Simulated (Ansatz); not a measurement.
Total energies of GaH₆O₃P (`[OH][Ga-]([OH])([OH])[PH3+]`).

```xyz
11

O     1.796   -1.064   -0.358
Ga    0.280   -0.211   -0.827
O     0.412    1.463   -1.479
O    -1.138   -1.207   -1.319
P    -0.524    0.396    1.545
H     2.582   -0.562   -0.584
H    -0.270    1.657   -2.125
H    -0.928   -2.141   -1.370
H     0.259    1.268    2.328
H    -1.770    1.036    1.700
H    -0.698   -0.636    2.489
```

Total charge 0; spin multiplicity 1. Correlated methods include outer-core shells of Ga, which these sets cover unevenly. Scalar relativity is left out up to krypton. The structure was optimised at the PBE0-D4/def2-TZVP level. It is one conformer, not always the lowest. Basis def2-TZVPP, Ansatz 0.2.0.

RPA on PBE orbitals: Hartree–Fock energy of these orbitals -2492.19418 Eh, correlation -1.77073 Eh (frozen core).

```tsv
functional	energy without D4 (Eh)	D4 term (kJ/mol)
LDA (SPW92)	-2489.76037	–
BLYP	-2495.72085	-50.6
B3LYP	-2495.77139	-38.5
r2SCANh	-2495.52472	-6.4
HSE06 (plane-wave form)	-2495.05184	-19.4
BHLYP	-2495.55521	-32.1
CAM-B3LYP	-2495.75495	-21.2
LC-ωPBE	-2495.22095	–
ωB97X-V	-2495.39031	–
PBE-QIDH	-2494.62633	–
```

(1) Give the same for PBE, revPBE, r2SCAN, B97M-V, PBE0, r2SCAN0, ωB97M-V, B2PLYP. (An estimate is asked.)

B3LYP takes the VWN-RPA correlation (the form of Gaussian; ORCA's B3LYP/G). HSE06 is the plane-wave form, built on full-range PBE exchange. The double hybrids freeze the cores in their second-order part.

Answers

(1) Ansatz gave: 
```json
{"functional": "PBE", "energy without D4 (Eh)": "-2495.00050", "D4 term (kJ/mol)": "-23.9"}
{"functional": "revPBE", "energy without D4 (Eh)": "-2495.41087", "D4 term (kJ/mol)": "-62.7"}
{"functional": "r2SCAN", "energy without D4 (Eh)": "-2495.55247", "D4 term (kJ/mol)": "-6.0"}
{"functional": "B97M-V", "energy without D4 (Eh)": "-2495.16477", "D4 term (kJ/mol)": "–"}
{"functional": "PBE0", "energy without D4 (Eh)": "-2495.06958", "D4 term (kJ/mol)": "-20.5"}
{"functional": "r2SCAN0", "energy without D4 (Eh)": "-2495.48516", "D4 term (kJ/mol)": "-7.1"}
{"functional": "ωB97M-V", "energy without D4 (Eh)": "-2495.49509", "D4 term (kJ/mol)": "–"}
{"functional": "B2PLYP", "energy without D4 (Eh)": "-2495.06690", "D4 term (kJ/mol)": "–"}
```

LC-ωPBE has ω = 0.4 bohr⁻¹.
